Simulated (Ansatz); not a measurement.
Consider the ligand exchange at the Si–O bond: `O[Si]O[SiH3]` + H₂S → `O[Si]S` + `O[SiH3]`.

Computed with Ansatz on PBE0-D4/def2-TZVP structures; ΔE is electronic, products minus reactants. CCSD(T)/CBS is the MP2 limit (def2-TZVPP, def2-QZVPP) plus CCSD(T) − MP2 in def2-TZVPP, frozen cores. This one scheme is used for every species. Functionals use def2-TZVPP. Each species was taken in one conformer, which may not be the lowest.

| species | BHLYP-D4 energy (Eh) |
| --- | --- |
| `O[Si]O[SiH3]` | -731.97228 |
| H₂S | -399.40149 |
| `O[Si]S` | -764.17892 |
| `O[SiH3]` | -367.16588 |

Problem. Work out ΔE.

Solution. ΔE = (-764.17892) + (-367.16588) − (-731.97228) − (-399.40149) = 0.02897 Eh = +76.1 kJ/mol. CCSD(T)/CBS gives +68.6 kJ/mol.

Problem. What do rigid-rotor, harmonic-oscillator terms from PBE0-D4/def2-TZVP frequencies (298.15 K, 1 bar) make of the CCSD(T)/CBS value? (Estimate.)

Solution. The calculation gave: ΔZPE = +7.1 kJ/mol, ΔH = +73.5 kJ/mol, ΔS = 3 J/(mol·K), ΔG = +72.7 kJ/mol.

Largest T1 diagnostic among the species: 0.015.

From BLYP to BHLYP (50 % exact exchange), in def2-TZVPP and without D4, ΔE moves by +11.5 kJ/mol. Leaving LDA and LC-ωPBE aside and taking each functional with its dispersion term where it has one, the values, not all of them listed here, spread over 25.7 kJ/mol, from revPBE-D4 to CAM-B3LYP-D4. LDA lies +6.0 kJ/mol from PBE without D4.
